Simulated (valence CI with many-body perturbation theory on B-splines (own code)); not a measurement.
## Hg15+: E2, M1 decay

Calculated by valence CI with perturbative core correlation (CI+MBPT): five valence electrons over a frozen Dirac-Fock core [Kr] 4d10 4f14, radial functions for each j: 11 s, 11 p, 10 d, 8 f, 5 g, 2 h, with the one-electron correlation potential Σ1 (screened to all orders), the two-electron term Σ2, the three-electron term Σ3, Breit, model QED; selected single and double excitations, second order for the rest, scaled by the run's own slope (own B-spline code, finite nucleus).

No measured levels were compared; by estimate levels hold to about 250 cm⁻¹ or 0.2 % of their energy and the worst to 1 %, as in measured heavy ions of charge 2 to 7. The list stops below the first excitations out of the core. Only levels of the ground parity were solved; by the run's estimate the other parity begins above the list, which can be wrong where configurations are misplaced.

Lines 1 to 6 of 6 in falling wavelength, among levels below 36.038 eV, chosen from the decays that carry over 1 % of a level's rate. Wavelengths and rates use the calculated energies, so an error of 400 cm⁻¹ moves a line at 590.8 Å by 0.24 % and its rate by three times that or more. Electric multipoles are in the length gauge, E1 and E2 with the static RPA response of the core. Weak lines are less certain than strong ones. Lines between different terms over intervals too small for the method are left out, as are lines whose strength nearly cancels.

Levels are named by their leading jj configuration (3d3/2^4 stands for four electrons in 3d with j = 3/2), which in mixed levels can hold well under half, so a name can repeat and another be missing.

```csv
λ vac (Å),Upper,Lower,Type,A (s⁻¹),Branch %
590.8,(5s^2 5p1/2 5p3/2^2) J=3/2,(5s^2 5p1/2^2 5p3/2) J=3/2,M1,9.81e+04,98.9
590.8,(5s^2 5p1/2 5p3/2^2) J=3/2,(5s^2 5p1/2^2 5p3/2) J=3/2,E2,1.06e+03,1.1
530.4,(5s^2 5p1/2 5p3/2^2) J=5/2,(5s^2 5p1/2^2 5p3/2) J=3/2,M1,1.80e+04,78.3
530.4,(5s^2 5p1/2 5p3/2^2) J=5/2,(5s^2 5p1/2^2 5p3/2) J=3/2,E2,4.95e+03,21.6
469.1,(5s^2 5p1/2 5p3/2^2) J=1/2,(5s^2 5p1/2^2 5p3/2) J=3/2,M1,7.60e+04,92.3
469.1,(5s^2 5p1/2 5p3/2^2) J=1/2,(5s^2 5p1/2^2 5p3/2) J=3/2,E2,6.33e+03,7.7
```
